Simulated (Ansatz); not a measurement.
This geometry of H4InNS (7 atoms, charge 0, multiplicity 1) is a first-order saddle point.

Theory: RKS PBE0/def2-SVP in Ansatz.

```xyz
7
Properties=species:S:1:pos:R:3
N -0.968 0.306 -1.052
In 0.115 0.455 0.636
S 1.074 -1.677 1.324
H -1.200 -0.591 -1.465
H -1.535 1.052 -1.438
H 0.353 1.943 1.454
H 2.161 -1.488 0.540
```

Task: Which two structures does it join? (They come from a converged band through this point; their orientation in space is the band's.)

Result: No bond is made or broken. The dihedral N1–In2–S3–H7 goes from -3 to 177°.

Initial state:

```xyz
7
Properties=species:S:1:pos:R:3
N -0.794 0.305 -1.062
In 0.203 0.602 0.668
S 1.638 -1.224 1.320
H -0.903 -0.624 -1.455
H -1.582 0.889 -1.318
H 0.158 2.054 1.571
H 1.279 -2.003 0.276
```

Final state:

```xyz
7
Properties=species:S:1:pos:R:3
N -0.992 0.425 -1.219
In 0.164 0.340 0.430
S 1.376 -1.739 0.599
H -1.214 -0.410 -1.749
H -1.726 1.117 -1.320
H 0.358 1.632 1.539
H 2.034 -1.366 1.718
```

Task: How far does it lie above each of them?

Result: 0.143 eV above the first and 0.149 eV above the second. This is the barrier of this one path; another mechanism may lie lower.

Time of the run: 3.2 min on 1 CPU thread of a shared host.
